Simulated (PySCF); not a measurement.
C₆ coefficients of unlike pairs at PBE

Calculated with PySCF 2.14 from the dipole response of each species, C₆(A,B) = (3/π) ∫ α_A(iu) α_B(iu) du, in atomic units, from isotropic polarisabilities. For ions this is the dispersion term alone; charge-induced terms of lower order in 1/R come first.

```
species                configuration                                                                         basis      relativity  α (bohr³)  C₆ (like pair)
     Sn       [Kr] 4d10 5s2 5p2 (3P)  x2c-TZVPPall with one added diffuse shell each of s, p, d, f type (9s7p5d3f)   spin-free X2C      61.89           681.2
     Ga       [Ar] 3d10 4s2 4p1 (2P)                                                        def2-TZVPPD (7s5p5d1f)            none      54.59           443.7
     Bi  [Xe] 4f14 5d10 6s2 6p3 (4S)                                   aug-cc-pwCVTZ-PP with ECP60MDF (8s7p6d4f1g)  core potential      55.36           673.4
    F²⁺            [He] 2s2 2p3 (4S)                                                    aug-cc-pCVTZ-DK (7s6p4d2f)   spin-free X2C      1.250           1.597
```

**Question.** Estimate C₆ for F²⁺ with Ga.

**Answer.** The integral gives 19.11. The combination rule 2 C_A C_B / (C_A α_B/α_A + C_B α_A/α_B) gives 17.73 and the geometric mean 26.62.

No spin-orbit coupling is included, so Bi, close to jj coupling, stand for model states.

The other pairs:

```json
{"pair": "F²⁺, Sn", "C₆": "25.42"}
{"pair": "Bi, Ga", "C₆": "537.9"}
{"pair": "Ga, Sn", "C₆": "547.6"}
{"pair": "Bi, Sn", "C₆": "674.1"}
{"pair": "F²⁺, Bi", "C₆": "26.88"}
```
